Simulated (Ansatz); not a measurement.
The cluster Si₄O₈. Charge 0, multiplicity 3. Geometry PBE-D4/def2-SVP, that of the neutral singlet; atoms count from 1.

Cartesian coordinates in Å:
```
Si 2.3517 0.7000 0.0244
Si 1.1837 -2.1456 -0.1273
Si -0.6574 0.2689 0.0178
Si -2.8731 1.1748 0.0847
O 2.3521 -0.9619 -0.0672
O -0.2709 -1.3405 -0.0755
O -1.7666 0.7868 -1.1533
O -1.7495 0.6510 1.2554
O 1.4003 -3.6612 -0.2128
O 3.5715 1.6282 0.0689
O -4.2913 1.7544 0.1273
O 0.7494 1.1451 0.0575
```

At PBE0-D4/def2-TZVP a singlet of charge 0 lies 4.53 eV below the triplet at the same geometry. The structure comes from a short search, and lower isomers may exist.

(1) Estimate the Mulliken populations from the PBE0/def2-TZVP orbitals of Ansatz.

(2) Where does the spin sit?

(3) And the Mayer bond orders between heavy atoms (over 0.3)?

Results:

(1) 
```tsv
atom	charge (e)	spin (α − β)
Si1	0.70	0.11
Si2	0.45	0.89
Si3	0.77	0.09
Si4	0.75	0.04
O5	-0.26	-0.03
O6	-0.29	-0.02
O7	-0.38	0.00
O8	-0.38	0.00
O9	-0.07	0.90
O10	-0.50	0.03
O11	-0.48	0.00
O12	-0.32	-0.01
```
Mulliken values depend strongly on the basis.

(2) Summed by element: Si 1.13, O 0.87, of 2 unpaired in all. Largest on single atoms: O9 0.90, Si2 0.89, Si1 0.11.

(3) Si1–O5 1.10 (1.66 Å); Si1–O10 2.16 (1.53 Å); Si1–O12 1.11 (1.66 Å); Si2–O5 1.05 (1.66 Å); Si2–O6 1.05 (1.66 Å); Si2–O9 1.17 (1.53 Å); Si3–O6 1.13 (1.66 Å); Si3–O7 1.09 (1.69 Å); Si3–O8 1.09 (1.69 Å); Si3–O12 1.16 (1.66 Å); Si4–O7 1.09 (1.71 Å); Si4–O8 1.09 (1.71 Å); Si4–O11 2.18 (1.53 Å).
